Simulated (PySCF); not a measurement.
Input file for PySCF: R-M06-2X/def2-TZVPP on I3Sb (SMILES [I][Sb]([I])[I]). Elements past Kr take the def2 small-core potentials; no spin–orbit coupling.

```python
from pyscf import gto, dft

mol = gto.M(
    atom='''
    Sb   -0.00261055   -0.00283135   -0.96623790
    I     2.42766878   -0.00918624    0.31549477
    I    -1.20377905    2.10759793    0.31921058
    I    -1.22127919   -2.09558035    0.33163254
    ''',
    basis='def2-tzvpp',
    ecp={'I': 'def2-tzvpp', 'Sb': 'def2-tzvpp'},
    charge=0, spin=0, verbose=4, max_memory=1800)
mf = dft.RKS(mol, xc='m062x').density_fit(auxbasis='def2-universal-jkfit')
mf.grids.level = 4
mf.conv_tol = 1e-9
mf.max_cycle = 150
mf.kernel()
mf.dip_moment()
```

The log:

```
PySCF version 2.14.0

[INPUT] verbose = 4
[INPUT] num. atoms = 4
[INPUT] num. electrons = 98
[INPUT] charge = 0
[INPUT] spin (= nelec alpha-beta = 2S) = 0
[INPUT] symmetry False subgroup None
[INPUT] Mole.unit = angstrom
[INPUT] Symbol           X                Y                Z      unit          X                Y                Z       unit  Magmom
[INPUT]  1 Sb    -0.002610550000  -0.002831350000  -0.966237900000 AA   -0.004933224534  -0.005350476063  -1.825925002175 Bohr   0.0
[INPUT]  2 I      2.427668780000  -0.009186240000   0.315494770000 AA    4.587629115357  -0.017359477715   0.596198709033 Bohr   0.0
[INPUT]  3 I     -1.203779050000   2.107597930000   0.319210580000 AA   -2.274812718989   3.982782868400   0.603220572264 Bohr   0.0
[INPUT]  4 I     -1.221279190000  -2.095580350000   0.331632540000 AA   -2.307883190731  -3.960072933520   0.626694674594 Bohr   0.0

nuclear repulsion = 568.285482238574
number of shells = 64
number of NR pGTOs = 376
number of NR cGTOs = 200
basis = def2-tzvpp
ecp = {'I': 'def2-tzvpp', 'Sb': 'def2-tzvpp'}


******** <class 'pyscf.df.df_jk.DFRKS'> ********
method = DFRKS
initial guess = minao
damping factor = 0
level_shift factor = 0
DIIS = <class 'pyscf.scf.diis.CDIIS'>
diis_start_cycle = 1
diis_space = 8
diis_damp = 0
SCF conv_tol = 1e-09
SCF conv_tol_grad = None
SCF max_cycles = 150
direct_scf = False
XC library pyscf.dft.libxc version 7.1.2
    S. Lehtola, C. Steigemann, M. J. T. Oliveira, and M. A. L. Marques,  SoftwareX 7, 1–5 (2018)
XC functionals = m062x
    Y. Zhao and D. G. Truhlar,  Theor. Chem. Acc. 120, 215 (2008)
    Y. Zhao and D. G. Truhlar,  Theor. Chem. Acc. 120, 215 (2008)
radial grids:
    Treutler-Ahlrichs [JCP 102, 346 (1995); DOI:10.1063/1.469408] (M4) radial grids

becke partition: Becke, JCP 88, 2547 (1988); DOI:10.1063/1.454033
pruning grids: <function nwchem_prune>
grids dens level: 4
symmetrized grids: False
atomic radii adjust function: <function treutler_atomic_radii_adjust>
small_rho_cutoff = 0
Set gradient conv threshold to 3.16228e-05
Initial guess from minao.
tot grids = 126896
******** <class 'pyscf.df.df.DF'> ********
auxbasis = def2-universal-jkfit
init E= -965.938588273571
  HOMO = -1.6965111278685  LUMO = -1.5276041655118  gap/eV = 4.59619
cycle= 1 E= -1128.79523137666  delta_E= -163  |g|= 5.53  |ddm|= 36.4
  HOMO = -0.021719407289751  LUMO = 0.0532968478196203  gap/eV = 2.04130
cycle= 2 E= -1130.33647755696  delta_E= -1.54  |g|= 4.67  |ddm|= 13.1
  HOMO = -0.31762998498697  LUMO = -0.120284918032602  gap/eV = 5.37003
cycle= 3 E= -1133.12954818162  delta_E= -2.79  |g|= 0.61  |ddm|= 4.81
  HOMO = -0.306179356612072  LUMO = -0.0644420644282646  gap/eV = 6.57801
cycle= 4 E= -1133.17447937765  delta_E= -0.0449  |g|= 0.404  |ddm|= 0.842
  HOMO = -0.31165884954205  LUMO = -0.0758301335054279  gap/eV = 6.41723
cycle= 5 E= -1133.19751473013  delta_E= -0.023  |g|= 0.0645  |ddm|= 0.274
  HOMO = -0.311994719105165  LUMO = -0.0740659737866727  gap/eV = 6.47437
cycle= 6 E= -1133.19836126631  delta_E= -0.000847  |g|= 0.026  |ddm|= 0.0898
  HOMO = -0.314348592323918  LUMO = -0.0767047323375181  gap/eV = 6.46662
cycle= 7 E= -1133.19853171587  delta_E= -0.00017  |g|= 0.0105  |ddm|= 0.0424
  HOMO = -0.314588783573105  LUMO = -0.0764779497962769  gap/eV = 6.47933
cycle= 8 E= -1133.19856135552  delta_E= -2.96e-05  |g|= 0.00208  |ddm|= 0.0173
  HOMO = -0.314425772232494  LUMO = -0.0762558252735372  gap/eV = 6.48093
cycle= 9 E= -1133.19856334513  delta_E= -1.99e-06  |g|= 0.00054  |ddm|= 0.00586
  HOMO = -0.314452422751662  LUMO = -0.0763111194793069  gap/eV = 6.48015
cycle= 10 E= -1133.19856355268  delta_E= -2.08e-07  |g|= 0.000153  |ddm|= 0.00197
  HOMO = -0.314461035649749  LUMO = -0.0763108506816019  gap/eV = 6.48040
cycle= 11 E= -1133.19856356148  delta_E= -8.79e-09  |g|= 4.38e-05  |ddm|= 0.000391
  HOMO = -0.31446048417965  LUMO = -0.0763113181918431  gap/eV = 6.48037
cycle= 12 E= -1133.19856356276  delta_E= -1.28e-09  |g|= 6.47e-06  |ddm|= 0.000176
  HOMO = -0.314460102165466  LUMO = -0.0763111820377231  gap/eV = 6.48036
cycle= 13 E= -1133.1985635628  delta_E= -4.43e-11  |g|= 1.79e-06  |ddm|= 3.68e-05
  HOMO = -0.314460140504138  LUMO = -0.0763110880602405  gap/eV = 6.48037
Extra cycle  E= -1133.1985635628  delta_E= 3.64e-12  |g|= 1.51e-06  |ddm|= 8.06e-06
converged SCF energy = -1133.1985635628
Dipole moment(X, Y, Z, Debye): -0.00469, -0.00506, -1.75417
```

The run converged.

Cost: around 70 core-seconds (rough).
